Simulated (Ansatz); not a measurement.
Stepwise reaction of `F[Si](F)(S)S` with hydrogen fluoride, as a gas-phase model of exchange steps in deposition or etching. ΔE in kJ/mol; ΔG adds harmonic PBE0-D4 terms to CCSD(T)/CBS, at 1 bar.

Gas-phase electronic energies from Ansatz, PBE0-D4/def2-TZVP geometries. CCSD(T)/CBS adds triple-zeta CCSD(T) − MP2 to the extrapolated MP2 energy (def2 sets, frozen cores). This one scheme is used for every species. Functionals use def2-TZVPP. B3LYP here is the variant with VWN-RPA as its local correlation; programs differ in this. One conformer a species, not always the lowest.

```json
{"step": "2", "reaction": "`F[Si](F)(F)S` + H–F → `F[Si](F)(F)F` + H₂S", "PBE-D4": "-74.0", "B3LYP-D4": "-89.9", "ωB97M-V": "-89.9", "CCSD(T)/CBS": "-90.4", "ΔG(600 K)": "-83.7"}
```

Give the row of step 1, `F[Si](F)(S)S` + H–F → `F[Si](F)(F)S` + H₂S. (An estimate is asked.)

Computed: 
```
step                                     reaction  PBE-D4  B3LYP-D4  ωB97M-V  CCSD(T)/CBS  ΔG(600 K)
   1  `F[Si](F)(S)S` + H–F → `F[Si](F)(F)S` + H₂S   -73.2     -88.7    -89.7        -87.1      -96.3
```

By hand: ΔE of the 2 steps together at CCSD(T)/CBS.

(-87.1) + (-90.4) = -177.5 kJ/mol, or -88.8 kJ/mol a step.

In ΔE the steps differ by no more than 3.3 kJ/mol. All are downhill at CCSD(T)/CBS. ΔG lies between -96.3 and -83.7 kJ/mol a step. PBE-D4 differs from CCSD(T)/CBS by 13.9 to 16.4 kJ/mol a step. Isolated molecules leave out the surface, adducts and barriers. Largest T1 diagnostic: 0.012.
